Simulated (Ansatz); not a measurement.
Ansatz results at the PBE0-D4/def2-TZVP geometry: HOMO–LUMO gap (ωB97M-V/def2-TZVPP) 11.48 eV; HOMO–LUMO gap (PBE/def2-TZVPP) 5.51 eV; HOMO energy (PBE/def2-TZVPP) -6.44 eV.

Each molecule was computed in one conformer, which needn't be the lowest.

(1) Which molecule gave them?
A. `C[Si@@H](O)[Si@H](O)Cl`
B. `O[SiH2]C[SiH2]S`
C. `[SiH3]OCS[SiH3]`
D. `CO[SiH2]S[SiH3]`

## Answers

(1) D. The others give `O[SiH2]C[SiH2]S`: 11.02, 5.10, -6.15; `C[Si@@H](O)[Si@H](O)Cl`: 11.01, 5.24, -6.42; `[SiH3]OCS[SiH3]`: 10.98, 5.01, -5.99.
